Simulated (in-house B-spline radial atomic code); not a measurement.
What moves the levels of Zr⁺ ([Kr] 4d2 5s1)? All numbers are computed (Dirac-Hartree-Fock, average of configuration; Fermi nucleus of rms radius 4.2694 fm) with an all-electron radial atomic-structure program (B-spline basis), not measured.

Baseline run (computed): total energy -3596.8781 hartree, 1s1/2 at -665.7724 hartree, 5s1/2 at -12.033 eV with <r> = 3.589 bohr.

Scaling the speed of light c (a factor of 100 is close to the non-relativistic limit):

```
c/c0  ΔE (hartree)  5s1/2 level (eV)  5s1/2 <r> (bohr)
0.95       -6.5825          -12.0672              3.58
0.98        -2.505          -12.0458             3.585
1.02        2.3508          -12.0204             3.592
 1.2        18.286          -11.9379             3.614
 100        58.128          -11.7365             3.668
```

Changing the nucleus:

| nucleus | ΔE (eV) |
| --- | --- |
| Gaussian nucleus of rms radius 4.2694 fm | -0.00233 |
| uniform spherical nucleus of rms radius 4.2694 fm | 0.00112 |
| Gaussian nucleus of rms radius 0.01 fm | -1.14 |
| Fermi nucleus of rms radius 4.184 fm | -0.043 |
| Fermi nucleus of rms radius 4.3548 fm | 0.0438 |

A larger nucleus binds the electrons less, roughly as the density at the nucleus times the change of the nuclear <r²>. At equal rms radius the shape enters only through higher moments. A radius of 0.01 fm is nearly a point.

(1) The nuclear charge is raised by 0.1. What does the Hellmann-Feynman theorem predict for the energy, and what is found?

Answers

(1) dE/dZ ≈ -Σ<1/r>, which is -216.854 at the start and -217.587 at the end; their mean times 0.1 is -21.722 hartree, and the two runs differ by -21.722 hartree.
